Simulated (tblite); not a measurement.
Species: C7H9N3S.
Cartesian coordinates in Å at the GFN2-xTB level; atoms count from 1:
```xyz
20
C7H9N3S angstrom
C      4.233   -0.671   -0.568
S      3.215    0.152    0.687
C      1.621   -0.095    0.026
C      0.494    0.417    0.668
C     -0.720    0.149    0.050
C     -1.998    0.624    0.584
C     -3.226   -0.238    0.406
C     -3.089    1.008   -0.390
N     -0.746   -0.572   -1.086
N      0.337   -1.009   -1.608
N      1.504   -0.795   -1.104
H      5.199   -0.859   -0.111
H      3.744   -1.595   -0.857
H      4.336   -0.016   -1.427
H      0.572    0.985    1.582
H     -1.910    1.198    1.498
H     -3.086   -1.177   -0.105
H     -3.934   -0.266    1.220
H     -3.699    1.863   -0.140
H     -2.853    0.909   -1.437
```

Level: GFN2-xTB in tblite, geometry and Hessian alike; calculated harmonic values, unscaled, isolated species. The method is semi-empirical: single wavenumbers can be off by several per cent or more. One conformer, not necessarily the lowest. The optimisation stopped once no atom felt more than 0.01 eV/Å.

Lowest wavenumbers of the output (negative numbers stand for imaginary wavenumbers):
```
mode    cm-1
  1     -34.5
  2      41.5
  3      67.6
  4     127.4
  5     133.9
  6     146.8
  7     201.9
  8     258.5
  9     264.9
 10     397.3
```

Question: Is this structure a minimum?

Answer: Not by this Hessian. 1 mode is imaginary beyond 20i (34i cm⁻¹), so at this level the point lies at or near a first-order saddle. The curvature is small, so loose convergence or finite differences may be the whole cause.

Question: Which atoms move in the imaginary mode?

Answer: 34i: H14 (methyl hydrogen) 38 %, H13 (methyl hydrogen) 29 %, H12 (methyl hydrogen) 25 %. These are shares of the mass-weighted motion.

Question: What is the remedy?

Answer: Step along that mode in both directions, optimise again with tighter thresholds and repeat the frequencies. The zero-point energy of this point (94.4 kcal/mol) counts the 53 real modes alone, and thermal corrections from it aren't those of a minimum.
